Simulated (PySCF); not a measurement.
CCrO, SMILES [Cr]<-[C-]#[O+] (connectivity only; charge and spin as stated), neutral, multiplicity 7. Atoms are numbered in the order given.

```xyz
3

Cr     0.0302     1.0168     0.0000
O      0.2062    -2.1588     0.0000
C     -0.3958    -1.1887     0.0000
```
Charge 0, spin multiplicity 7.

Coordinates come from a B3LYP-D3(BJ)/def2-TZVP optimisation. The multiplicity is an assumed one; other spin states were not compared.

Computed with PBE0/def2-TZVPD run with PySCF.

### Question
Estimate the frontier levels, dipole moment and polarisability. (The exact figures need the calculation; the answer reports its results.)

### Answer

The α spin, highest occupied and lowest empty level is -4.53 and -1.58 eV and the β spin, highest occupied and lowest empty level is -11.33 and -1.33 eV. The dipole moment is 0.72 D and the quadrupole, principal values (traceless, Buckingham form, about the centre of nuclear charge) is -3.63, 1.15, 2.47 D·Å. The mean static polarisability is 96.5 bohr³ (14.30 Å³), the polarisability, principal values is 74.0, 78.1, 137.5 bohr³ and the ⟨S²⟩ is 12.005 (pure state 12.00).
